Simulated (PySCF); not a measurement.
# Circular dichroism: `C[C@H](S)[C@H]1C[C@@H]1C#N`, C$_{6}$H$_{9}$NS

Geometry:
```tsv
atom	x (Å)	y (Å)	z (Å)
C1	-1.738	-0.842	-0.749
C2	-0.970	-0.333	0.461
S3	-2.049	0.713	1.528
C4	0.260	0.440	0.071
C5	1.381	0.633	1.036
C6	1.563	-0.308	-0.131
C7	2.399	0.083	-1.208
N8	3.060	0.409	-2.084
H9	-1.115	-1.523	-1.325
H10	-2.636	-1.369	-0.435
H11	-2.030	-0.014	-1.393
H12	-0.703	-1.164	1.119
H13	-2.282	1.651	0.613
H14	0.064	1.252	-0.622
H15	1.292	0.191	2.018
H16	1.920	1.568	1.022
H17	1.575	-1.373	0.070
```

Method used: TDDFT PBE0/def2-SVPD circular dichroism and optical rotation, one conformer, gas phase in PySCF. Geometry: GFN2-xTB.

The molecule is flexible and this is one conformer; a measurement averages over conformers. States above about 7.2 eV (minus the energy of the highest occupied orbital) lie near or above the ionisation threshold and depend on the basis. Singlets 8 and 9 lie within 0.01 eV of each other, so their separate moments and overlaps can depend on how they mix.

Problem. What are the CIP labels of the stereocentres?

Solution. C2 S, C4 S, C6 S.

Problem. List the lowest 12 singlet excitations with oscillator and rotatory strengths.

Solution. Rotatory strengths R in 10⁻⁴⁰ esu² cm², velocity form and length form (origin at the centre of mass); f in length form.
| state | E (eV) | λ (nm) | f | R (velocity) | R (length) | main |
| --- | --- | --- | --- | --- | --- | --- |
| 1 | 5.55 | 223 | 0.002 | -6.6 | -6.5 | HOMO→LUMO 0.91 |
| 2 | 6.22 | 199 | 0.044 | -2.5 | -2.2 | HOMO→LUMO+1 0.47, HOMO→LUMO+2 0.44 |
| 3 | 6.48 | 191 | 0.017 | +13.0 | +13.5 | HOMO→LUMO+1 0.46, HOMO→LUMO+2 0.46 |
| 4 | 6.89 | 180 | 0.019 | -3.4 | -3.5 | HOMO→LUMO+3 0.86 |
| 5 | 7.07 | 175 | 0.0002 | +1.0 | +0.9 | HOMO→LUMO+4 0.65, HOMO→LUMO+5 0.14 |
| 6 | 7.22 | 172 | 0.015 | +5.3 | +5.6 | HOMO→LUMO+4 0.26, HOMO→LUMO+5 0.18 |
| 7 | 7.36 | 168 | 0.008 | +3.4 | +3.9 | HOMO→LUMO+5 0.45, HOMO→LUMO+6 0.18 |
| 8 | 7.53 | 165 | 0.091 | +16.6 | +18.6 | HOMO−1→LUMO 0.75 |
| 9 | 7.54 | 164 | 0.005 | +5.6 | +5.4 | HOMO→LUMO+6 0.69 |
| 10 | 7.69 | 161 | 0.060 | -10.3 | -10.6 | HOMO−1→LUMO+1 0.34, HOMO−1→LUMO+2 0.13 |
| 11 | 7.72 | 161 | 0.011 | +1.9 | +2.3 | HOMO→LUMO+7 0.80 |
| 12 | 7.79 | 159 | 0.045 | -14.0 | -13.8 | HOMO−2→LUMO 0.26, HOMO−2→LUMO+2 0.22 |

Among the states computed, the strongest CD band (largest |R|) is state 8. The largest dissymmetry factor in size, g = 4R/(D+G), with D and G the electric and magnetic dipole strengths, is +0.036 for state 5 (velocity form, f = 0.0003), among bands with |R| over 0.5. The mirror image has the same energies and oscillator strengths and all R with the opposite sign.
